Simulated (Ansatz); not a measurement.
C3H9Cl3GaP, SMILES `C[P+](C)(C)[Ga-]([Cl])([Cl])[Cl]`. Charge 0, multiplicity 1. Geometry: relaxed with PBE0-D4/def2-TZVP. It is one conformer, not always the lowest.

```xyz
17

C     1.719    0.198   -0.655
P     0.060   -0.092   -0.002
C     0.256   -0.795    1.651
C    -0.700   -1.366   -1.033
Ga   -1.240    1.910    0.036
Cl   -3.133    1.239    0.863
Cl   -0.075    3.214    1.326
Cl   -1.296    2.489   -2.057
H     2.215    0.945   -0.033
H     2.308   -0.721   -0.669
H     1.633    0.596   -1.667
H    -0.733   -1.008    2.061
H     0.741   -0.056    2.291
H     0.850   -1.710    1.627
H    -0.101   -2.278   -1.046
H    -0.806   -0.979   -2.048
H    -1.696   -1.584   -0.644
```

(1) What is the dipole moment at B3LYP/def2-TZVPP? (An estimate is asked.)

(2) And with PBE, r2SCAN, ωB97M-V? (Best estimate.)

(3) Give the Mulliken charges with B3LYP, r2SCAN, ωB97M-V in def2-TZVPP. (An estimate is asked.)

## Answers

(1) Computed: 8.23 D, with components (4.48, -6.90, -0.13) D in this frame, pointing from negative to positive charge.

(2) Computed: PBE 8.12 D, r2SCAN 8.35 D, ωB97M-V 8.21 D.

(3) The calculation gave: 
```csv
atom,B3LYP,r2SCAN,ωB97M-V
C1,-0.32,-0.24,-0.35
P2,0.23,0.25,0.14
C3,-0.32,-0.24,-0.35
C4,-0.32,-0.24,-0.35
Ga5,0.55,0.57,0.49
Cl6,-0.33,-0.34,-0.30
Cl7,-0.33,-0.34,-0.30
Cl8,-0.33,-0.34,-0.30
H9,0.14,0.11,0.15
H10,0.11,0.09,0.14
H11,0.14,0.11,0.15
H12,0.14,0.11,0.15
H13,0.14,0.11,0.15
H14,0.11,0.09,0.14
H15,0.11,0.09,0.14
H16,0.14,0.11,0.15
H17,0.14,0.11,0.15
```

B3LYP here is the variant with VWN-RPA as its local correlation; programs differ in this.
